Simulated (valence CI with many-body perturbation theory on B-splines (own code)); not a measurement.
## E1 line list for Tb LI

Calculated by valence CI with perturbative core correlation (CI+MBPT): five valence electrons over a frozen Dirac-Fock core [Ne], a basis of 9 s, 9 p, 8 d, 6 f, 3 g, 1 h functions for each j, with the one-electron correlation potential Σ1 (screened to all orders), the two-electron term Σ2, the three-electron term Σ3, Breit, model QED; selected single and double excitations, second order for the rest (own B-spline code, finite nucleus).

No measured spectrum was set against this ion. As an estimate, large intervals hold to a few tenths of a per cent, small ones and those within an open d or f shell to about a per cent. Among the levels kept, up to 600 cm⁻¹ of a level comes from second order outside the variational space, and about a tenth of that is noise between levels of different J, which matters for small intervals.

Lines 51 to 100 of 209 in falling wavelength, among levels below 45.350 Ry, chosen from the strongest by gf and those to the six lowest levels. Wavelengths and rates use the calculated energies. Electric multipoles are in the length gauge, E1 and E2 with the static RPA response of the core. Weak lines are less certain than strong ones. Lines between different terms over intervals too small for the method are left out, as are lines whose strength nearly cancels. The highest levels of a list are the least certain.

Levels are named by their leading jj configuration (3d3/2^4 stands for four electrons in 3d with j = 3/2), which in mixed levels can hold well under half, so a name can repeat and another be missing. Letters in brackets count levels of one name in rising energy.

| λ vac (Å) | Upper | Lower | A (s⁻¹) | S (a.u.) with core polarisation | S without |
| --- | --- | --- | --- | --- | --- |
| 78.42 | (3s 3p1/2^2 3p3/2^2) J=3/2 | (3s^2 3p1/2 3p3/2^2) J=5/2 | 2.45e+10 | 2.33e-02 | 2.37e-02 |
| 77.16 | (3s 3p1/2^2 3p3/2 3d3/2) J=3/2 [b] | (3s^2 3p1/2 3p3/2 3d3/2) J=1/2 [a] | 4.78e+09 | 4.34e-03 | 4.41e-03 |
| 77.08 | (3s 3p1/2^2 3p3/2 3d3/2) J=3/2 [b] | (3s^2 3p1/2 3p3/2 3d3/2) J=3/2 [a] | 3.93e+09 | 3.56e-03 | 3.62e-03 |
| 76.77 | (3s 3p1/2 3p3/2^3) J=1/2 | (3s^2 3p3/2^3) J=3/2 | 2.13e+10 | 9.52e-03 | 9.68e-03 |
| 76.72 | (3s 3p1/2^2 3p3/2 3d5/2) J=7/2 [a] | (3s^2 3p1/2 3p3/2 3d5/2) J=7/2 [a] | 2.75e+09 | 4.90e-03 | 4.99e-03 |
| 76.34 | (3s^2 3p1/2 3d3/2^2) J=5/2 | (3s^2 3p1/2 3p3/2 3d3/2) J=3/2 [b] | 1.79e+09 | 2.36e-03 | 2.40e-03 |
| 75.99 | (3s 3p1/2^2 3p3/2 3d3/2) J=3/2 [b] | (3s^2 3p1/2 3p3/2 3d3/2) J=5/2 [a] | 1.63e+10 | 1.41e-02 | 1.44e-02 |
| 75.83 | (3s 3p1/2 3p3/2^3) J=3/2 [b] | (3s^2 3p3/2^3) J=3/2 | 1.62e+10 | 1.40e-02 | 1.42e-02 |
| 75.79 | (3s 3p1/2^2 3p3/2 3d3/2) J=5/2 [a] | (3s 3p1/2^2 3p3/2^2) J=3/2 | 5.06e+09 | 6.53e-03 | 6.64e-03 |
| 75.60 | (3s 3p1/2^2 3p3/2 3d5/2) J=7/2 [b] | (3s^2 3p1/2 3p3/2 3d5/2) J=5/2 [a] | 5.20e+08 | 8.87e-04 | 9.01e-04 |
| 75.34 | (3s 3p1/2^2 3p3/2 3d3/2) J=5/2 [b] | (3s^2 3p1/2 3p3/2 3d3/2) J=7/2 | 3.16e+10 | 4.01e-02 | 4.07e-02 |
| 75.12 | (3s 3p1/2^2 3p3/2 3d5/2) J=7/2 [b] | (3s^2 3p1/2 3p3/2 3d5/2) J=9/2 | 2.66e+10 | 4.46e-02 | 4.53e-02 |
| 75.12 | (3s 3p1/2^2 3p3/2 3d3/2) J=3/2 [a] | (3s 3p1/2^2 3p3/2^2) J=1/2 | 2.66e+09 | 2.23e-03 | 2.26e-03 |
| 74.92 | (3s 3p1/2^2 3p3/2 3d3/2) J=3/2 [a] | (3s 3p1/2^2 3p3/2^2) J=3/2 | 3.39e+09 | 2.82e-03 | 2.86e-03 |
| 74.45 | (3s 3p1/2^2 3p3/2 3d3/2) J=1/2 [a] | (3s 3p1/2^2 3p3/2^2) J=1/2 | 3.14e+09 | 1.28e-03 | 1.30e-03 |
| 74.25 | (3s 3p1/2^2 3p3/2 3d3/2) J=1/2 [a] | (3s 3p1/2^2 3p3/2^2) J=3/2 | 2.49e+09 | 1.01e-03 | 1.02e-03 |
| 73.64 | (3s 3p1/2^2 3p3/2^2) J=3/2 | (3s^2 3p1/2 3p3/2^2) J=3/2 | 1.05e+10 | 8.25e-03 | 8.39e-03 |
| 73.45 | (3s 3p1/2^2 3p3/2^2) J=1/2 | (3s^2 3p1/2 3p3/2^2) J=3/2 | 1.24e+08 | 4.84e-05 | 4.90e-05 |
| 72.99 | (3s^2 3p1/2 3d3/2^2) J=5/2 | (3s^2 3p1/2 3p3/2 3d3/2) J=5/2 [b] | 4.61e+09 | 5.31e-03 | 5.39e-03 |
| 72.23 | (3s^2 3p1/2 3p3/2 3d3/2) J=3/2 [a] | (3s^2 3p1/2 3p3/2^2) J=1/2 | 1.24e+09 | 9.20e-04 | 9.34e-04 |
| 72.16 | (3s^2 3p1/2 3p3/2 3d3/2) J=1/2 [a] | (3s^2 3p1/2 3p3/2^2) J=1/2 | 1.33e+09 | 4.94e-04 | 5.02e-04 |
| 71.82 | (3s 3p1/2^2 3p3/2 3d3/2) J=5/2 [b] | (3s^2 3p1/2 3p3/2 3d3/2) J=3/2 [a] | 3.33e+09 | 3.66e-03 | 3.72e-03 |
| 70.50 | (3s 3p1/2^2 3p3/2 3d3/2) J=1/2 [b] | (3s^2 3p1/2 3p3/2 3d3/2) J=1/2 [a] | 5.31e+09 | 1.84e-03 | 1.87e-03 |
| 70.43 | (3s 3p1/2^2 3p3/2 3d3/2) J=1/2 [b] | (3s^2 3p1/2 3p3/2 3d3/2) J=3/2 [a] | 3.08e+10 | 1.06e-02 | 1.08e-02 |
| 70.40 | (3s 3p1/2^2 3p3/2 3d5/2) J=7/2 [b] | (3s^2 3p1/2 3p3/2 3d5/2) J=7/2 [a] | 1.25e+10 | 1.72e-02 | 1.75e-02 |
| 70.11 | (3s 3p1/2^2 3p3/2 3d5/2) J=3/2 [b] | (3s^2 3p1/2 3p3/2 3d5/2) J=5/2 [a] | 9.67e+09 | 6.58e-03 | 6.69e-03 |
| 69.22 | (3s 3p1/2^2 3p3/2 3d5/2) J=5/2 [b] | (3s^2 3p1/2 3p3/2 3d5/2) J=3/2 [a] | 4.93e+09 | 4.84e-03 | 4.92e-03 |
| 68.65 | (3s 3p1/2^2 3p3/2 3d5/2) J=3/2 [b] | (3s^2 3p1/2 3p3/2 3d5/2) J=3/2 [a] | 1.43e+09 | 9.11e-04 | 9.25e-04 |
| 68.03 | (3s^2 3p1/2 3p3/2 3d3/2) J=5/2 [a] | (3s^2 3p1/2 3p3/2^2) J=5/2 | 3.48e+09 | 3.24e-03 | 3.29e-03 |
| 67.18 | (3s^2 3p1/2 3p3/2 3d3/2) J=3/2 [a] | (3s^2 3p1/2 3p3/2^2) J=5/2 | 8.95e+09 | 5.36e-03 | 5.44e-03 |
| 66.36 | (3s 3p1/2^2 3p3/2 3d3/2) J=3/2 [b] | (3s 3p1/2^2 3p3/2^2) J=1/2 | 2.98e+09 | 1.72e-03 | 1.75e-03 |
| 66.20 | (3s 3p1/2^2 3p3/2 3d3/2) J=3/2 [b] | (3s 3p1/2^2 3p3/2^2) J=3/2 | 8.22e+09 | 4.71e-03 | 4.78e-03 |
| 65.54 | (3s 3p1/2^2 3p3/2 3d3/2) J=5/2 [a] | (3s 3p1/2^2 3p3/2^2) J=5/2 | 5.73e+09 | 4.77e-03 | 4.85e-03 |
| 65.12 | (3s^2 3p3/2^3) J=3/2 | (3s^2 3p1/2^2 3d3/2) J=3/2 | 1.39e+07 | 7.58e-06 | 7.71e-06 |
| 64.88 | (3s 3p1/2^2 3p3/2 3d3/2) J=3/2 [a] | (3s 3p1/2^2 3p3/2^2) J=5/2 | 1.17e+10 | 6.31e-03 | 6.40e-03 |
| 64.41 | (3s^2 3p1/2 3p3/2 3d3/2) J=5/2 [a] | (3s^2 3p1/2 3p3/2^2) J=3/2 | 1.26e+07 | 1.00e-05 | 1.01e-05 |
| 64.36 | (3s^2 3p1/2 3p3/2 3d3/2) J=7/2 | (3s^2 3p1/2 3p3/2^2) J=5/2 | 2.85e+08 | 3.00e-04 | 3.06e-04 |
| 63.86 | (3s^2 3p1/2^2 3d3/2) J=3/2 | (3s^2 3p1/2^2 3p3/2) J=3/2 | 7.69e+09 | 3.95e-03 | 4.01e-03 |
| 63.65 | (3s^2 3p1/2 3p3/2 3d3/2) J=3/2 [a] | (3s^2 3p1/2 3p3/2^2) J=3/2 | 7.03e+08 | 3.58e-04 | 3.62e-04 |
| 63.59 | (3s^2 3p1/2 3p3/2 3d3/2) J=1/2 [a] | (3s^2 3p1/2 3p3/2^2) J=3/2 | 2.73e+09 | 6.93e-04 | 7.04e-04 |
| 62.96 | (3s^2 3p1/2 3d3/2^2) J=1/2 | (3s^2 3p1/2 3p3/2 3d3/2) J=1/2 [b] | 9.98e+09 | 2.46e-03 | 2.50e-03 |
| 62.87 | (3s 3p1/2^2 3p3/2 3d3/2) J=7/2 | (3s 3p1/2^2 3p3/2^2) J=5/2 | 1.56e+09 | 1.53e-03 | 1.56e-03 |
| 61.23 | (3s 3p1/2^2 3p3/2 3d3/2) J=1/2 [b] | (3s 3p1/2^2 3p3/2^2) J=3/2 | 4.72e+09 | 1.07e-03 | 1.09e-03 |
| 61.14 | (3s^2 3p1/2 3d3/2^2) J=5/2 | (3s^2 3p1/2 3p3/2 3d3/2) J=3/2 [a] | 2.37e+09 | 1.60e-03 | 1.63e-03 |
| 60.45 | (3s^2 3p1/2 3d3/2^2) J=5/2 | (3s^2 3p1/2 3p3/2 3d3/2) J=5/2 [a] | 4.16e+09 | 2.72e-03 | 2.76e-03 |
| 60.02 | (3s 3p1/2^2 3p3/2 3d5/2) J=3/2 [a] | (3s^2 3p1/2 3p3/2 3d3/2) J=5/2 [a] | 1.70e+09 | 7.26e-04 | 7.38e-04 |
| 59.62 | (3s^2 3p1/2 3d3/2^2) J=3/2 | (3s^2 3p1/2 3p3/2 3d3/2) J=5/2 [b] | 5.02e+09 | 2.10e-03 | 2.13e-03 |
| 58.47 | (3s^2 3p1/2 3p3/2 3d3/2) J=3/2 [b] | (3s^2 3p1/2 3p3/2^2) J=1/2 | 3.23e+08 | 1.27e-04 | 1.29e-04 |
| 58.43 | (3s^2 3p1/2 3p3/2 3d3/2) J=1/2 [b] | (3s^2 3p1/2 3p3/2^2) J=1/2 | 3.39e+08 | 6.67e-05 | 6.85e-05 |
| 58.24 | (3s 3p1/2^2 3p3/2 3d3/2) J=3/2 [b] | (3s 3p1/2^2 3p3/2^2) J=5/2 | 3.14e+09 | 1.22e-03 | 1.24e-03 |
